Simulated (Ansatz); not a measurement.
Geometry optimisation, Ansatz 0.2.0, RKS PBE-D4/def2-SVP.

input.yaml

```yaml
crystal:
  periodic: [false, false, false]
  atoms:
    - { symbol: Ti, position_ang: [0.284702, -0.573411, -0.738991] }
    - { symbol: "N", position_ang: [-0.258214, 0.223231, 2.40535] }
    - { symbol: H, position_ang: [-1.101437, 0.089168, 2.978947] }
    - { symbol: H, position_ang: [0.33934, 0.900116, 2.899358] }
    - { symbol: Cl, position_ang: [1.975029, 0.285105, -1.891555] }
    - { symbol: O, position_ang: [-0.598758, 0.69322, -0.00369] }
    - { symbol: H, position_ang: [-0.52421, 0.594865, 1.105562] }
    - { symbol: Cl, position_ang: [-1.092943, -1.76395, -2.005946] }
    - { symbol: F, position_ang: [0.92735, -1.608704, 0.599008] }
    - { symbol: H, position_ang: [0.25434, -0.68474, 2.376657] }
basis:
  gaussian: { orbitals: def2-SVP }
hamiltonian:
  xc: pbe
  dispersion: d4
relax:
  f_tol: 0.03
  max_steps: 50
output:
  orbitals: {}
```

Launched with:

```bash
$ ansatz run input.yaml --threads 4 --pin off --max-ram 5120MiB --backend cpu --events-out ev --progress --plain --runs-dir out
```

Problem. Where does it end, and by what steps?

Solution. The run converged. After 9 steps the energy has fallen by 0.092 eV; H4 moved furthest, 0.19 Å.

```
step  energy less start (eV)  largest force component (eV/Å)  accepted
   0                  0.0000                           0.790       yes
   1                 -0.0676                           0.268       yes
   2                 -0.0770                           0.293       yes
   3                 -0.0828                           0.270       yes
   4                 -0.0884                           0.151       yes
   5                 -0.0912                           0.109       yes
   6                 -0.0919                           0.036       yes
   7                 -0.0920                           0.040       yes
   8                 -0.0921                           0.034       yes
   9                 -0.0921                           0.002       yes
```

```xyz
10
Properties=species:S:1:pos:R:3
Ti 0.312 -0.614 -0.850
N -0.287 0.266 2.530
H -1.138 0.056 3.067
H 0.261 0.951 3.066
Cl 1.988 0.240 -2.022
O -0.514 0.635 0.003
H -0.503 0.608 1.080
Cl -1.116 -1.771 -2.090
F 0.936 -1.616 0.474
H 0.267 -0.601 2.466
```

Whether the end is a true minimum wasn't checked by a vibrational analysis.

Time of the run: 25 s on 4 threads of Arm Neoverse V2, with other jobs on the host, peak memory 0.21 GiB.
